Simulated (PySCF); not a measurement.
Computed with PBE-D3(BJ)/def2-TZVP (PySCF). Isolated molecules, 0 K electronic values unless said otherwise. 

Reference species (SMILES): `[Si]([SiH3])(F)(F)F` (neutral, multiplicity 1).

* **dipole moment**: 2.06 D
* **HOMO–LUMO gap**: 6.88 eV
* **LUMO**: -1.23 eV
* **HOMO**: -8.11 eV

Changed species: `F[Si](I)(F)F` (X = iodo; the reference has X = silyl).

Task: What does the change do to the dipole moment, HOMO–LUMO gap, LUMO and HOMO?

Result: the dipole moment decreases by 0.80 D, to 1.26 D; the HOMO–LUMO gap falls by 1.36 eV, to 5.52 eV; the LUMO falls by 0.67 eV, to -1.90 eV; the HOMO goes up by 0.69 eV, to -7.42 eV.
